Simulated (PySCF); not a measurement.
# Bond length, frequency and bond energy of MgGa⁺ by level of theory

State: ¹Σ⁺ (singlet), closed shell. Set-up: Mg def2-SVPD, Ga def2-SVPD; no relativity (PySCF 2.14). De refers to Mg + Ga⁺ in their ground configurations, without counterpoise correction. A positive dipole points towards Ga; it is taken about the centre of mass and depends on that origin.

```tsv
Level	Re (Å)	ωe (cm⁻¹)	De (eV)	μ (D)
RHF-MP2	3.154	149	0.84	n/a
RHF-SCS-MP2	3.185	143	0.78	n/a
RHF-CCSD	3.163	146	0.77	n/a
RHF-CCSD(T)	3.146	150	0.82	n/a
LDA	3.034	165	1.30	-3.97
PBE	3.121	152	1.14	-3.87
revPBE	3.159	147	1.06	-3.90
r²SCAN	3.094	158	1.16	-4.28
B3LYP	3.147	146	0.97	-3.67
PBE0	3.121	155	1.05	-3.94
LC-ωPBE	3.092	161	0.92	-4.20
```

Question: Which functional lies closest to RHF-CCSD(T) in De, which farthest, and by how much do they differ from it?

Answer: Closest is LC-ωPBE (-5.4 pm in Re, +7.3 % in ωe, +0.10 eV in De against RHF-CCSD(T) in the same basis), farthest LDA (-11.2 pm in Re, +10.0 % in ωe, +0.48 eV in De). CCSD(T) converges more slowly with the basis than the functionals do and binds too weakly in this one, so the order can change at the basis-set limit.

Question: What does the step from GGA to meta-GGA do here, going from PBE to r²SCAN?

Answer: r²SCAN less PBE: -2.7 pm in Re, +3.9 % in ωe, +0.02 eV in De. 

Question: What does the triples do here, going from RHF-CCSD to RHF-CCSD(T)?

Answer: RHF-CCSD(T) less RHF-CCSD: -1.7 pm in Re, +2.7 % in ωe, +0.05 eV in De. Correlation nearly always deepens the well. The bond shortens, as in weak, metallic or heavy-atom bonds, where dispersion and the correlation of outer-core electrons pull the atoms together.

Correlated steps freeze 10 core orbitals. Closed-shell solutions of metal pairs were not tested for spin polarisation, which can lower them a little. Correlated levels converge slowly with the basis: in double zeta they bind strong bonds too weakly, by up to about 1 eV, and carry superposition errors of some tenths. For an ion De counts to the pair picked by the measured ionisation energies or electron affinities, which need not be the lowest pair at this level.
